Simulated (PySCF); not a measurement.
Dipole moment and polarisability of `ClC(Cl)C=C1C[SiH2]C1`

C5H8Cl2Si.
Cartesian coordinates in Å at the GFN2-xTB level; atoms count from 1:
```xyz
16
C5H8Cl2Si angstrom
Cl    -3.297   -1.549    0.519
C     -2.369   -0.189   -0.187
Cl    -3.471    1.208   -0.375
C     -1.223    0.165    0.679
C      0.041    0.091    0.285
C      0.609   -0.337   -1.045
Si     2.388    0.013   -0.413
C      1.270    0.436    1.088
H     -2.069   -0.496   -1.189
H     -1.473    0.496    1.676
H      0.370   -1.372   -1.286
H      0.250    0.276   -1.870
H      3.258   -1.149   -0.256
H      3.068    1.141   -1.045
H      1.374   -0.193    1.971
H      1.265    1.468    1.435
```

Level: wB97X-D/def2-SVPD (PySCF), static field, nuclei fixed, core orbitals frozen in the response. The polarisability tensor in these axes (au):

```
x   150.75   1.04  -5.43
y     1.04  99.41  -2.02
z    -5.43  -2.02  94.26
```

Task: Give the principal values, the mean and the anisotropy Δα = √{½[(α1 − α2)² + (α2 − α3)² + (α1 − α3)²]}.

Result: Principal values 93.16, 99.97 and 151.30 au; mean 114.81 au = 17.01 Å³ = 18.93 × 10⁻⁴⁰ C²·m²/J; Δα = 55.05 au (48 % of the mean).

Task: What is the dipole moment, and where does it point?

Result: (3.38, 0.05, -0.44) D, 3.41 D in size, pointing from the negative to the positive side. Measured along this direction, the outermost atoms are Cl3 and Cl1 at the negative end and H13 and H14 at the positive end.

Task: Refractivity n − 1 of an ideal gas of it at 500 K and 1 atm, from the electronic α?

Result: N = p/kT = 1.4678 × 10¹⁹ cm⁻³, so n − 1 = 2π × N × 17.01 × 10⁻²⁴ cm³ = 1569 × 10⁻⁶ at long wavelengths.

Task: Find the Langevin capture rate constant for H3+ (3.023 u) meeting this molecule (165.977 u), k = 2.342 × 10⁻⁹ cm³/s × √(α in Å³ / reduced mass in u).

Result: The reduced mass is 2.97 u, so k = 5.61 × 10⁻⁹ cm³/s. The formula leaves out the permanent dipole, which adds to the capture rate.

Task: Directions of the eigenvectors, and the extent of the frame along each?

Result: Largest value along (1.00, 0.02, -0.10), where the nuclei span 6.63 Å; middle along (-0.05, 0.96, -0.29), 2.90 Å; least along (0.08, 0.29, 0.95), 3.62 Å. The strongest response lies along the longest span, while the other two are in reverse order.

One conformer (not necessarily the lowest) at the GFN2-xTB geometry, without solvent, vibrations or thermal averaging.
